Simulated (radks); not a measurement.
Species: Ir43+. Configuration: [Ar] 3d10 4s2 4p3 4d1 (not the ground configuration).

All-electron calculation, scalar-relativistic Kohn-Sham, RPBE, spin-polarised, spherical densities, finite nucleus; open shells are filled with parallel spins first (spin-orbit coupling, left out, can overturn this in heavy ions); Fermi nuclear charge, rms radius 5.4032 fm. Program: a radial shooting solver on a logarithmic mesh with Libxc functionals.

Energy parts (hartree):
part                       energy
total                 -16593.2367
kinetic                18570.9730
electron-nucleus      -38318.9341
Hartree                 3420.5536
exchange-correlation    -265.8292

Orbitals (lengths in bohr, moments of r in powers of bohr; r(max) is where P^2 peaks):
1s up: occ. 1; eigenvalue (hartree) -2873.533; <r> 0.01744; r(max) 0.01082
1s down: occ. 1; eigenvalue (hartree) -2873.417; <r> 0.01744; r(max) 0.01082
2s up: occ. 1; eigenvalue (hartree) -565.4036; <r> 0.07354; r(max) 0.06227
2s down: occ. 1; eigenvalue (hartree) -565.2942; <r> 0.07353; r(max) 0.06227
2p up: occ. 3; eigenvalue (hartree) -501.4146; <r> 0.06615; r(max) 0.05134
2p down: occ. 3; eigenvalue (hartree) -501.2756; <r> 0.06615; r(max) 0.05135
3s up: occ. 1; eigenvalue (hartree) -187.5504; <r> 0.1879; r(max) 0.1744
3s down: occ. 1; eigenvalue (hartree) -187.4286; <r> 0.1878; r(max) 0.1745
3p up: occ. 3; eigenvalue (hartree) -168.7462; <r> 0.1879; r(max) 0.1729
3p down: occ. 3; eigenvalue (hartree) -168.6050; <r> 0.1878; r(max) 0.1730
3d up: occ. 5; eigenvalue (hartree) -148.6473; <r> 0.1694; r(max) 0.1403
3d down: occ. 5; eigenvalue (hartree) -148.4987; <r> 0.1693; r(max) 0.1404
4s up: occ. 1; eigenvalue (hartree) -88.53805; <r> 0.3773; r(max) 0.3719
4s down: occ. 1; eigenvalue (hartree) -87.78124; <r> 0.3774; r(max) 0.3713
4p up: occ. 3; eigenvalue (hartree) -81.48520; <r> 0.3879; r(max) 0.3829
4p down: occ. 0; eigenvalue (hartree) -80.73546; <r> 0.3884; r(max) 0.3823
4d up: occ. 1; eigenvalue (hartree) -73.56907; <r> 0.3844; r(max) 0.3754
4d down: occ. 0; eigenvalue (hartree) -72.85746; <r> 0.3846; r(max) 0.3746

The highest occupied level is 4d up at -2001.9 eV. The configuration is held as typed, so some empty levels lie below it. The electron density at the nucleus is 1.953e+06 e/bohr^3 (large components only). Summed over all electrons, <r^2> = 1.705 bohr^2, which gives a Langevin (diamagnetic) susceptibility term of -1.35 x 10^-6 cm^3/mol.
